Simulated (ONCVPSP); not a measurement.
## indium, ONCV: configuration errors across variants

```
Element                 : In (Z = 49)
Generator               : ONCVPSP 4.0.1
Type                    : optimised norm-conserving Vanderbilt (ONCV)
Functional              : PBE
Relativity              : scalar-relativistic
Frozen core             : [Ar] 3d10
Valence charge          : 21
Reference configuration : 4s2 4p6 4d10 5s2 (charge +1)
Partial waves           : 4s+5s: rc 1.60 bohr, ncon 5, nbas 8, qcut 6.4 1/bohr, 3 projectors, debl 1.5 Ha; 4p: rc 1.30 bohr, ncon 3, nbas 8, qcut 12.5 1/bohr, 1 projector; 4d: rc 1.30 bohr, ncon 4, nbas 9, qcut 14.6 1/bohr, 2 projectors, debl 1.8 Ha; f scattering state at 0.39 Ha: rc 1.35 bohr, ncon 5, nbas 8, qcut 8 1/bohr, 2 projectors, debl 0.4 Ha
Local potential         : polynomial inside 1.05 bohr (lpopt 5, dvloc0 3 Ha)
Core correction         : Teter function, fcfact 4.25, rcfact 1.5
```

All-electron excitation energies from the reference (eV): (1) 4s2 4p6 4d10 5s2 5p1 -5.363; (2) 4s2 4p6 4d10 5s1 19.235; (3) 4s2 4p6 4d10 5s0 47.555; (4) 4s2 4p6 4d9 5s2 5p2 12.943.

A true bound ghost makes a file unfit for plane-wave use even where its test errors are small: the radial tests pick states by their node count and pass the ghost by.

The file “local potential polynomial inside 1.05 bohr (lpopt 5, dvloc0 9.5 Ha)” misses its own reference levels by 0.3 eV.

Errors AE − PS in meV (a dash: test not solved or not reliable):

| change | (1) | (2) | (3) | (4) | bound ghosts | GHOST(+) flags above zero |
| --- | --- | --- | --- | --- | --- | --- |
| base | +32 | -5.4 | -20 | +103 | none | s, f |
| local potential polynomial inside 1.05 bohr (lpopt 5, dvloc0 -2.5 Ha) | +95 | -5.4 | -20 | +307 | none | s, f |
| local potential polynomial inside 1.05 bohr (lpopt 5, dvloc0 -1 Ha) | +77 | -5.4 | -20 | +249 | none | s, f |
| local potential polynomial inside 1.05 bohr (lpopt 5, dvloc0 0.5 Ha) | +60 | -5.4 | -20 | +195 | none | s, f |
| local potential polynomial inside 1.05 bohr (lpopt 5, dvloc0 2.5 Ha) | +38 | -5.4 | -20 | +123 | none | s, f |
| local potential polynomial inside 1.05 bohr (lpopt 5, dvloc0 4 Ha) | +18 | -5.4 | -20 | +57 | none | s, f |
| local potential polynomial inside 1.05 bohr (lpopt 5, dvloc0 6 Ha) | -47 | -5.4 | -20 | -153 | s | s, f |
| local potential polynomial inside 1.05 bohr (lpopt 5, dvloc0 6.5 Ha) | -106 | -5.4 | -20 | -346 | s | s, p, f |
| local potential polynomial inside 1.05 bohr (lpopt 5, dvloc0 8 Ha) | +184 | -5.3 | -19 | +601 | none | s, f |
| local potential polynomial inside 1.05 bohr (lpopt 5, dvloc0 9.5 Ha) | +75 | -4.1 | -14 | +506 | d | s, f |

**Question.** Give the same row for: local potential polynomial inside 1.05 bohr (lpopt 5, dvloc0 1.5 Ha).

**Answer.** +50, -5.4, -20, +159; bound ghosts: none; GHOST(+) flags above zero: s, f.
